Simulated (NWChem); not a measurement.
## Correlation energy of diarsenic (As₂)

```xyz
2

As     0.0000     0.0000     1.0456
As     0.0000     0.0000    -1.0456
```
Charge 0, spin multiplicity 1.

Program: NWChem. All single points use one geometry, from PBE0/def2-SVP, a minimum by its harmonic frequencies.

Basis set: def2-SVP. Each correlation energy counts from its own Hartree-Fock reference.

The Hamiltonian is non-relativistic. The correlated methods keep 18 core orbitals frozen. Coupled-cluster values serve here as a point of comparison, not as the truth.

Question: Order these methods by the correlation energy they give, lowest first: MP2, SCS-MP2, CCSD, CCSD+T(CCSD).

Answer: CCSD+T(CCSD) (-472.5 mHa), MP2 (-458.9 mHa), CCSD (-451.5 mHa), SCS-MP2 (-422.5 mHa)
